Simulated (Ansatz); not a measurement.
`[F][SnH2][CH2]Cl` and `[BH2][SnH2][CH2]Cl` differ in one atom or group.

Ansatz, PBE0-D4/def2-TZVP geometries, multiplicity 1. Each molecule was computed in one conformer, which needn't be the lowest.

Elements past krypton have def2 core potentials.

```json
{"property": "HOMO–LUMO gap (PBE0/def2-TZVPP) / eV", "`[F][SnH2][CH2]Cl`": "7.39"}
{"property": "HOMO–LUMO gap (PBE/def2-TZVPP) / eV", "`[F][SnH2][CH2]Cl`": "5.22"}
{"property": "LUMO energy (ωB97M-V/def2-TZVPP) / eV", "`[F][SnH2][CH2]Cl`": "0.90"}
{"property": "HOMO energy (B3LYP/def2-TZVPP) / eV", "`[F][SnH2][CH2]Cl`": "-7.90"}
{"property": "LUMO energy (B3LYP/def2-TZVPP) / eV", "`[F][SnH2][CH2]Cl`": "-1.01"}
{"property": "size of the dipole moment (B3LYP/def2-TZVPP) / D", "`[F][SnH2][CH2]Cl`": "1.17"}
```

What does the change do to each property? (An estimate is asked.)

Computed: 
```tsv
property	`[BH2][SnH2][CH2]Cl`	shift
HOMO–LUMO gap (PBE0/def2-TZVPP) / eV	6.20	-1.19
HOMO–LUMO gap (PBE/def2-TZVPP) / eV	4.25	-0.97
LUMO energy (ωB97M-V/def2-TZVPP) / eV	0.61	-0.29
HOMO energy (B3LYP/def2-TZVPP) / eV	-7.06	0.84
LUMO energy (B3LYP/def2-TZVPP) / eV	-1.26	-0.25
size of the dipole moment (B3LYP/def2-TZVPP) / D	1.99	0.82
```

With PBE0 the HOMO rises by 0.89 eV and the LUMO falls by 0.31 eV, so the gap narrows by about 1.20 eV. PBE moves the HOMO by 0.66 eV and ωB97M-V by 0.98 eV. The zero-point energy changes by 50.1 kJ/mol with +6 modes. Dipoles are sizes alone; their direction can turn.

B3LYP here is the variant with VWN-RPA as its local correlation; programs differ in this.
